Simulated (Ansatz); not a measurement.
Cd₅⁻, 5 atoms. Hardware: 4 threads of Intel Xeon on a shared host.

In the def2 sets Cd takes a core potential; there is no spin–orbit coupling. Correlated methods freeze no core orbitals; core or outer-core shells of Cd are correlated, in sets that lack core-valence functions.

**Question.** How many basis functions does each of these Ansatz runs have, and roughly what does it cost? PBE/def2-SVPD, charge -1 doublet, relaxation, 5 steps; LC-ωPBE/def2-TZVPD, charge -1 doublet, energy, from earlier orbitals; RPA@PBE/def2-TZVPD, charge -1 doublet, energy, from earlier orbitals; PBE/def2-SVP, charge -1 doublet, energy with a search over starts; PBE/def2-TZVPD, charge -1 doublet, energy and forces, from earlier orbitals; r2SCAN/def2-TZVPD, charge -1 doublet, energy, from earlier orbitals; ωB97M-V/def2-TZVPD, charge -1 doublet, energy, from earlier orbitals; MP2/def2-TZVPD, charge -1 doublet, energy, from earlier orbitals; HSE06/def2-TZVPD, charge -1 doublet, energy, from earlier orbitals; PBE0/def2-TZVPD, charge -1 doublet, energy, from earlier orbitals.

**Answer.** Other jobs shared the machine, so times can vary by a factor of up to 3. A dash marks memory too small to be measured apart from the calling script's.

```json
{"run": "HSE06/def2-TZVPD, charge -1 doublet, energy, from earlier orbitals", "functions": "200", "fitting or Cholesky vectors": "1890", "wall time": "32 s", "peak host memory (GiB)": "1.1"}
{"run": "PBE/def2-SVPD, charge -1 doublet, relaxation, 5 steps", "functions": "170", "fitting or Cholesky vectors": "1560", "wall time": "38 s", "peak host memory (GiB)": "–"}
{"run": "LC-ωPBE/def2-TZVPD, charge -1 doublet, energy, from earlier orbitals", "functions": "200", "fitting or Cholesky vectors": "1845", "wall time": "38 s", "peak host memory (GiB)": "1"}
{"run": "PBE0/def2-TZVPD, charge -1 doublet, energy, from earlier orbitals", "functions": "200", "fitting or Cholesky vectors": "1890", "wall time": "44 s", "peak host memory (GiB)": "1"}
{"run": "PBE/def2-TZVPD, charge -1 doublet, energy and forces, from earlier orbitals", "functions": "200", "fitting or Cholesky vectors": "1845", "wall time": "45 s", "peak host memory (GiB)": "0.66"}
{"run": "RPA@PBE/def2-TZVPD, charge -1 doublet, energy, from earlier orbitals", "functions": "200", "fitting or Cholesky vectors": "1890", "wall time": "58 s", "peak host memory (GiB)": "0.95"}
{"run": "MP2/def2-TZVPD, charge -1 doublet, energy, from earlier orbitals", "functions": "200", "fitting or Cholesky vectors": "1890", "wall time": "64 s", "peak host memory (GiB)": "0.9"}
{"run": "PBE/def2-SVP, charge -1 doublet, energy with a search over starts", "functions": "155", "fitting or Cholesky vectors": "1540", "wall time": "73 s", "peak host memory (GiB)": "–"}
{"run": "r2SCAN/def2-TZVPD, charge -1 doublet, energy, from earlier orbitals", "functions": "200", "fitting or Cholesky vectors": "1845", "wall time": "82 s", "peak host memory (GiB)": "0.8"}
{"run": "ωB97M-V/def2-TZVPD, charge -1 doublet, energy, from earlier orbitals", "functions": "200", "fitting or Cholesky vectors": "1890", "wall time": "98 s", "peak host memory (GiB)": "1.7"}
```
